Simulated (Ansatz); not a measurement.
Reaction (cleavage of the Si–Si bond): `F[Si](F)(F)[SiH2]Cl` + `N=C=O` → `O=C=N[Si](F)(F)F` + `[SiH3]Cl`

Gas-phase electronic energies from Ansatz, PBE0-D4/def2-TZVP geometries. CBS: MP2 limit from def2 TZ/QZ plus the TZ coupled-cluster correction, frozen cores. This one scheme is used for every species. DFT in def2-TZVPP. B3LYP here is the variant with VWN-RPA as its local correlation; programs differ in this. Each species was taken in one conformer, which may not be the lowest.

**Question.** Is it downhill or uphill in electronic energy at CCSD(T)/CBS, and by how much? (An estimate is asked.)

**Answer.** The calculation gave: Downhill: ΔE = -1.20 eV.

**Question.** What do these levels give: revPBE-D4, B97M-V, B3LYP-D4, B2PLYP, PBE-QIDH, CCSD/def2-TZVPP? (Best estimate.)

**Answer.** Computed: revPBE-D4 -0.92, B97M-V -1.20, B3LYP-D4 -1.14, B2PLYP -1.23, PBE-QIDH -1.23, CCSD/def2-TZVPP -1.28 eV.

Largest T1 diagnostic among the species: 0.018.

From r2SCAN to r2SCAN0 (25 % exact exchange), in def2-TZVPP and without D4, ΔE moves by −0.08 eV. Leaving LDA and LC-ωPBE aside and taking each functional with its dispersion term where it has one, the values, not all of them listed here, spread over 0.39 eV, from BHLYP-D4 to PBE-D4. LDA lies −0.08 eV from PBE without D4.
